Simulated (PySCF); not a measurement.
Zr(OH)3(SH) (H4O3SZr), SMILES [OH][Zr]([OH])([OH])[SH], multiplicity 1.

The structure is a stationary point at B3LYP-D3(BJ)/def2-SVP. The multiplicity is an assumed one; no other spin state was optimised. The structure was generated by enumeration; whether it is a known compound was not checked. The def2 effective core potentials stand for the cores of Zr; spin–orbit coupling is left out. One conformer was computed; it need not be the lowest.

Two levels are set side by side: TDDFT-PBE/def2-SVPD (PySCF) and TDDFT-B3LYP/def2-SVPD (PySCF). Vertical, same geometry. The lowest singlet is HOMO→LUMO 100 % with PBE and HOMO→LUMO 99 % with the other functional; states are paired by order. Differences are taken from unrounded values.

| quantity | TDDFT-B3LYP |
|---|---|
| lowest singlet excitation (eV) | 4.70 |
| lowest triplet excitation (TDA) (eV) | 4.57 |

Task: What does TDDFT-PBE give, and how far is it from TDDFT-B3LYP? (Estimate from the structure and the level; the computed values follow.)

Result: 
| quantity | TDDFT-PBE | TDDFT-PBE minus TDDFT-B3LYP |
|---|---|---|
| lowest singlet excitation (eV) | 4.32 | -0.38 |
| lowest triplet excitation (TDA) (eV) | 4.20 | -0.37 |

A lower first singlet is the usual sign of a functional without exact exchange. Differences between two approximate levels are no errors against the true value.

Rough cost on one machine, each run with all the roots and properties that it gave: TDDFT-B3LYP against TDDFT-PBE about 3 times.
